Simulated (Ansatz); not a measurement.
Start from `[SiH3][O][ZnH]` and change one atom or group to get `[NH2][Zn][O][SiH3]`.

Ansatz, PBE0-D4/def2-TZVP geometries, multiplicity 1. Each molecule was computed in one conformer, which needn't be the lowest.

Scalar relativity is left out up to krypton.

| property | `[SiH3][O][ZnH]` |
| --- | --- |
| size of the dipole moment (PBE/def2-TZVPP) / D | 1.68 |
| LUMO energy (PBE/def2-TZVPP) / eV | -1.38 |
| HOMO–LUMO gap (PBE/def2-TZVPP) / eV | 5.43 |
| LUMO energy (ωB97M-V/def2-TZVPP) / eV | 0.87 |
| LUMO energy (B3LYP/def2-TZVPP) / eV | -0.82 |
| HOMO–LUMO gap (ωB97M-V/def2-TZVPP) / eV | 11.39 |

(1) What does the change do to each property? (Estimate.)

Results:

(1) The calculation gave: 
```json
{"property": "size of the dipole moment (PBE/def2-TZVPP) / D", "`[NH2][Zn][O][SiH3]`": "2.31", "shift": "0.63"}
{"property": "LUMO energy (PBE/def2-TZVPP) / eV", "`[NH2][Zn][O][SiH3]`": "-1.79", "shift": "-0.41"}
{"property": "HOMO–LUMO gap (PBE/def2-TZVPP) / eV", "`[NH2][Zn][O][SiH3]`": "4.20", "shift": "-1.23"}
{"property": "LUMO energy (ωB97M-V/def2-TZVPP) / eV", "`[NH2][Zn][O][SiH3]`": "0.60", "shift": "-0.27"}
{"property": "LUMO energy (B3LYP/def2-TZVPP) / eV", "`[NH2][Zn][O][SiH3]`": "-1.24", "shift": "-0.42"}
{"property": "HOMO–LUMO gap (ωB97M-V/def2-TZVPP) / eV", "`[NH2][Zn][O][SiH3]`": "10.32", "shift": "-1.07"}
```

With PBE0 the HOMO rises by 0.86 eV and the LUMO falls by 0.39 eV, so the gap narrows by about 1.25 eV. PBE moves the HOMO by 0.82 eV and ωB97M-V by 0.80 eV. The zero-point energy changes by 48.7 kJ/mol with +6 modes. Dipoles are sizes alone; their direction can turn.

B3LYP here is the variant with VWN-RPA as its local correlation; programs differ in this.
